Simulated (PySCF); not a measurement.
GeH7NOSi, SMILES N[SiH2][O][GeH3]. Atoms are numbered in the order given.

```xyz
11

Si    -1.3469    -0.2188    -0.9729
N     -3.0083    -0.4531    -0.5480
O     -0.3387    -0.0283     0.3613
Ge     1.4345     0.2192     0.5198
H     -1.2797     1.0228    -1.8208
H     -0.9126    -1.4350    -1.7460
H     -3.2790    -1.3264    -0.0880
H     -3.5260     0.3310    -0.1420
H      1.8319     1.5459    -0.1857
H      2.1795    -0.9820    -0.1271
H      1.7071     0.2922     2.0413
```

The structure is a stationary point at PBE-D3(BJ)/def2-SVP. The structure was generated by enumeration, and PubChem lists no compound with its InChIKey, so it may never have been made. The values are those of a single conformer.

Calculation: PySCF with PBE-D3(BJ)/def2-SVP.

Frequencies are harmonic and unscaled.

```tsv
mode	ν (cm⁻¹)	IR (km/mol)	moving atoms (share of kinetic energy)
1	11	1.9	O 57 %, N 18 %, H 17 %
2	54	0.3	H 88 %
3	95	3.5	O 38 %, Si 22 %, H 16 %, N 13 %, Ge 12 %
4	229	4.5	N 35 %, H 23 %, Si 21 %, Ge 19 %
5	246	18.6	H 93 %
6	426	240.8	H 65 %, N 27 %
7	540	23.2	H 86 %, Si 11 %
8	545	20.0	O 35 %, Si 28 %, H 20 %, Ge 13 %
9	617	44.6	H 89 %
10	629	40.6	H 79 %, O 15 %
11	768	15.6	H 92 %
12	817	457.1	H 74 %, O 12 %
13	834	33.8	H 42 %, N 41 %, Si 16 %
14	838	43.0	H 99 %
15	842	38.5	H 97 %
16	883	55.7	H 77 %, N 16 %
17	900	151.6	H 70 %, Si 17 %, O 9 %
18	920	79.8	H 93 %
19	964	311.1	O 56 %, Si 22 %, H 19 %
20	1498	36.4	H 90 %, N 10 %
21	2067	66.5	H 99 %
22	2073	125.6	H 98 %
23	2106	114.1	H 99 %
24	2158	154.3	H 96 %
25	2159	113.9	H 97 %
26	3486	23.8	H 96 %
27	3580	24.3	H 91 %, N 9 %
```
